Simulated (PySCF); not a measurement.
## Spinor energies of Mn³⁺ (manganese, charge +3)

Start: [Ar] 3d3 4s1; 3d5/2 filled at m_j = +1/2, +3/2, +5/2; 4s1/2 filled at m_j = +1/2. Calculated with PySCF 2.14 in x2c-TZVPall-2c (6s7p4d1f, 54 functions): generalised Hartree-Fock with the X2C-1e Hamiltonian and a Gaussian nucleus; one run each with spin-orbit coupling (SO) switched off, then screened by Boettger's factors. This is a chosen level, not necessarily the ground level.

| spinor shell | electrons | ε, spin-free (eV) | ε, screened SO (eV) | weight of nominal j (screened SO) | rms radius, screened SO (bohr) |
| --- | --- | --- | --- | --- | --- |
| 1s1/2 | 2 | -6646.2 | -6646.1 | 1.000 | 0.0703 |
| 2s1/2 | 2 | -852.91 | -852.92 | 1.000 | 0.302 |
| 2p1/2 | 2 | -726.28 | -733.26 | 0.989 | 0.271 |
| 2p3/2 | 4 | -726.28 | -722.89 | 0.995 | 0.274 |
| 3s1/2 | 2 | -151.36 | -151.37 | 1.000 | 0.893 |
| 3p3/2 | 4 | -112.38 | -113.02 | 0.833 | 0.948 |
| 3p1/2 | 2 | -112.38 | -111.15 | 0.665 | 0.945 |
| 3d5/2 | 3 | -61.933 | -61.909 | 0.786 | 1.07 |
| 4s1/2 | 1 | -36.149 | -36.150 | 1.000 | 2.65 |

```json
{"quantity": "E (hartree)", "spin-free": "-1154.88632", "screened SO": "-1154.89871"}
{"quantity": "M_J", "spin-free": "5", "screened SO": "5"}
{"quantity": "⟨J²⟩", "spin-free": "30.004", "screened SO": "30.004"}
{"quantity": "⟨L²⟩", "spin-free": "12.004", "screened SO": "12.013"}
{"quantity": "⟨S²⟩", "spin-free": "6.001", "screened SO": "5.997"}
```

Each row is a mean over spinors that exchange with the open shell spreads, by up to 13.043 eV (3p3/2).

Rows whose weight is well below 1 are mixtures of j = l ± 1/2: exchange outweighs spin-orbit coupling there, and the label is only the starting occupation.

Without spin-orbit coupling the j labels of p, d and f shells carry no meaning; the spin-free column gives the mean over the occupied spinors of each nl shell.
